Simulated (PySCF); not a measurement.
# Which basis set comes closest?

Molecule: `Pc1ccccc1`, C₆H₇P.

Geometry:
| atom | x (Å) | y (Å) | z (Å) |
| --- | --- | --- | --- |
| P1 | 2.662 | -0.242 | 0.669 |
| C2 | 0.879 | -0.082 | 0.246 |
| C3 | 0.112 | -1.215 | -0.051 |
| C4 | -1.260 | -1.106 | -0.272 |
| C5 | -1.888 | 0.135 | -0.193 |
| C6 | -1.134 | 1.268 | 0.110 |
| C7 | 0.237 | 1.161 | 0.331 |
| H8 | 3.123 | 0.902 | -0.051 |
| H9 | 3.014 | -1.151 | -0.374 |
| H10 | 0.589 | -2.197 | -0.117 |
| H11 | -1.841 | -2.001 | -0.510 |
| H12 | -2.963 | 0.221 | -0.368 |
| H13 | -1.616 | 2.246 | 0.173 |
| H14 | 0.815 | 2.059 | 0.568 |

Geometry PBE0-D3(BJ)/def2-SVP throughout; GIAO in PySCF, gas phase, one conformer, non-relativistic; equivalent atoms averaged; functional PBE0.

Reference values (measured; E. Pretsch, P. Bühlmann, M. Badertscher, Structure Determination of Organic Compounds, 4th ed., Springer 2009): δ(P1) = -124.0 ppm vs 85 % H3PO4. Computed shifts are taken against H3PO4, calculated as an isolated molecule at each level.

How do the basis sets STO-3G, 6-31G, 6-31G*, 6-311+G(2d,p) perform against the reference? Times are CPU seconds on 1 thread of an Arm Neoverse V1, shared host.

## Answers


| basis set | functions | P1 | abs. error P | core-s |
| --- | --- | --- | --- | --- |
| STO-3G | 46 | -67.8 | 56.2 | 3.9 |
| 6-31G | 81 | -153.1 | 29.1 | 7.7 |
| 6-31G* | 116 | -109.3 | 14.7 | 11 |
| 6-311+G(2d,p) | 239 | -144.9 | 20.9 | 29 |

For 31P the closest is 6-31G* (14.7 ppm) and the furthest STO-3G (56.2 ppm). Where a smaller basis beats a larger one, errors probably cancel. One molecule is a small sample, and vibrational and solvent effects are absent from the calculation.

A small basis that lands close on one nucleus may do so by chance; judge by the trend and by all nuclei.
